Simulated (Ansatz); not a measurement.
These are Ansatz (a first-principles code) with B3LYP-D3(BJ)/def2-TZVP values and carry that method's errors. No frequencies were computed at this level.

Ansatz 0.2 input:
```yaml
crystal:
  periodic: [false, false, false]
  atoms:
    - { symbol: C, position_ang: [-0.805767, -0.269927, -0.773614] }
    - { symbol: C, position_ang: [-0.160858, -0.304349, 0.578578] }
    - { symbol: O, position_ang: [-0.595993, -0.919474, 1.523914] }
    - { symbol: C, position_ang: [1.093898, 0.480894, 0.729204] }
    - { symbol: S, position_ang: [1.808045, 1.316209, -0.455011] }
    - { symbol: H, position_ang: [-0.109418, -0.642784, -1.521804] }
    - { symbol: H, position_ang: [-1.706512, -0.876857, -0.770801] }
    - { symbol: H, position_ang: [-1.052253, 0.756981, -1.035575] }
    - { symbol: H, position_ang: [1.528857, 0.459309, 1.725109] }
basis:
  gaussian: { orbitals: def2-tzvp }
hamiltonian:
  xc: b3lyp
  dispersion: d3bj
relax:
  max_steps: 150
```

Output:

```
Functional definition: B3LYP
1138 factors; their error is unknown
mean field evaluation 1: about -16049.5911 eV, gradient 7.0e1 eV
mean field evaluation 2: about -15998.0192 eV, gradient 1.4e2 eV
mean field evaluation 4: about -16060.1243 eV, gradient 1.1e1 eV
mean field evaluation 8: about -16060.5847 eV, gradient 2.6e-1 eV
mean field evaluation 16: about -16060.5937 eV, gradient 6.9e-3 eV
mean field -16060.59370295 eV, -590.2159323221 hartree, gradient 2.5e-5 eV, S^2 0.000000; 0 other end points of the search recorded, 0 dependent functions left out
reference -16060.59394433 eV, -590.2159411924 hartree; 23, 23 occupied and 162, 162 virtual orbitals, 1138 factors
relax step   1: F+E_penalty+E_count = -16060.95717662 eV  Δ(F+E_penalty+E_count) = +0.000e0 eV  max|allowed force component| = 5.496e-1 eV/Å  Δτ_max = 0.0000 Å  (33 SCF iters, accepted)
these checks for a lower state are left out or cut short: starts, cluster_reference, orbital_swaps, neighbouring_geometries, increment
1138 factors; their error is unknown
mean field -16060.62976992 eV, -590.2172577589 hartree, gradient 2.1e-5 eV, S^2 0.000000; 0 other end points of the search recorded, 0 dependent functions left out
reference -16060.63001186 eV, -590.2172666499 hartree; 23, 23 occupied and 162, 162 virtual orbitals, 1138 factors
relax step   2: F+E_penalty+E_count = -16060.98741747 eV  Δ(F+E_penalty+E_count) = -3.024e-2 eV  max|allowed force component| = 2.928e-1 eV/Å  Δτ_max = 0.0955 Å  (34 SCF iters, accepted)
these checks for a lower state are left out or cut short: starts, cluster_reference, orbital_swaps, neighbouring_geometries, increment
1138 factors; their error is unknown
mean field evaluation 32: about -16060.6328 eV, gradient 2.4e-4 eV
mean field -16060.63283995 eV, -590.2173705802 hartree, gradient 1.5e-5 eV, S^2 0.000000; 0 other end points of the search recorded, 0 dependent functions left out
reference -16060.63308205 eV, -590.2173794773 hartree; 23, 23 occupied and 162, 162 virtual orbitals, 1138 factors
relax step   3: F+E_penalty+E_count = -16060.98981813 eV  Δ(F+E_penalty+E_count) = -2.401e-3 eV  max|allowed force component| = 1.601e-1 eV/Å  Δτ_max = 0.0128 Å  (36 SCF iters, accepted)
these checks for a lower state are left out or cut short: starts, cluster_reference, orbital_swaps, neighbouring_geometries, increment
1138 factors; their error is unknown
mean field -16060.63286423 eV, -590.2173714727 hartree, gradient 1.7e-5 eV, S^2 0.000000; 0 other end points of the search recorded, 0 dependent functions left out
reference -16060.63310651 eV, -590.2173803763 hartree; 23, 23 occupied and 162, 162 virtual orbitals, 1138 factors
relax step   4: F+E_penalty+E_count = -16060.98964764 eV  Δ(F+E_penalty+E_count) = +1.705e-4 eV  max|allowed force component| = 1.040e-1 eV/Å  Δτ_max = 0.0164 Å  (35 SCF iters, rejected (line search))
these checks for a lower state are left out or cut short: starts, cluster_reference, orbital_swaps, neighbouring_geometries, increment
1138 factors; their error is unknown
mean field -16060.63343960 eV, -590.2173926168 hartree, gradient 1.6e-5 eV, S^2 0.000000; 0 other end points of the search recorded, 0 dependent functions left out
reference -16060.63368177 eV, -590.2174015165 hartree; 23, 23 occupied and 162, 162 virtual orbitals, 1138 factors
relax step   5: F+E_penalty+E_count = -16060.99060665 eV  Δ(F+E_penalty+E_count) = -7.885e-4 eV  max|allowed force component| = 4.759e-2 eV/Å  Δτ_max = 0.0082 Å  (35 SCF iters, accepted)
these checks for a lower state are left out or cut short: starts, cluster_reference, orbital_swaps, neighbouring_geometries, increment
1138 factors; their error is unknown
mean field -16060.63344662 eV, -590.2173928749 hartree, gradient 1.6e-5 eV, S^2 0.000000; 0 other end points of the search recorded, 0 dependent functions left out
reference -16060.63368883 eV, -590.2174017759 hartree; 23, 23 occupied and 162, 162 virtual orbitals, 1138 factors
relax step   6: F+E_penalty+E_count = -16060.99063103 eV  Δ(F+E_penalty+E_count) = -2.438e-5 eV  max|allowed force component| = 7.843e-2 eV/Å  Δτ_max = 0.0082 Å  (35 SCF iters, accepted)
these checks for a lower state are left out or cut short: starts, cluster_reference, orbital_swaps, neighbouring_geometries, increment
1138 factors; their error is unknown
mean field -16060.63351600 eV, -590.2173954247 hartree, gradient 1.5e-5 eV, S^2 0.000000; 0 other end points of the search recorded, 0 dependent functions left out
reference -16060.63375819 eV, -590.2174043250 hartree; 23, 23 occupied and 162, 162 virtual orbitals, 1138 factors
relax step   7: F+E_penalty+E_count = -16060.99070743 eV  Δ(F+E_penalty+E_count) = -7.640e-5 eV  max|allowed force component| = 7.485e-3 eV/Å  Δτ_max = 0.0042 Å  (35 SCF iters, accepted)
1138 factors; their error is unknown
mean field evaluation 64: about -16060.6244 eV, gradient 4.6e-1 eV
mean field -16060.63351600 eV, -590.2173954247 hartree, gradient 1.5e-5 eV, S^2 0.000000; 1 other end points of the search recorded, 0 dependent functions left out
reference -16060.63375819 eV, -590.2174043250 hartree; 23, 23 occupied and 162, 162 virtual orbitals, 1138 factors
Total energy: -16060.99094962 eV, -590.2305308680 hartree
Atom 0 at    -0.829918    -0.283901    -0.786172 Å, force    -0.001828    -0.000262    -0.002932 eV/Å
Atom 1 at    -0.147381    -0.282996     0.551695 Å, force    -0.001192    -0.003536     0.006036 eV/Å
Atom 2 at    -0.572217    -0.888030     1.512993 Å, force     0.007485     0.006735    -0.003228 eV/Å
Atom 3 at     1.127321     0.499047     0.733257 Å, force    -0.005689    -0.005063     0.003114 eV/Å
Atom 4 at     1.879361     1.368373    -0.395589 Å, force     0.000209     0.001153    -0.001246 eV/Å
Atom 5 at    -0.157097    -0.666565    -1.555327 Å, force     0.001463    -0.000070    -0.001302 eV/Å
Atom 6 at    -1.725004    -0.897616    -0.729101 Å, force    -0.001079    -0.000633    -0.000088 eV/Å
Atom 7 at    -1.087969     0.734630    -1.080858 Å, force     0.000270     0.001916    -0.000893 eV/Å
Atom 8 at     1.512903     0.417061     1.749102 Å, force     0.000361    -0.000240     0.000539 eV/Å
Dipole moment:     0.004900     0.102035    -0.288504 e Å
```

Cost: around 100 core-seconds (rough).
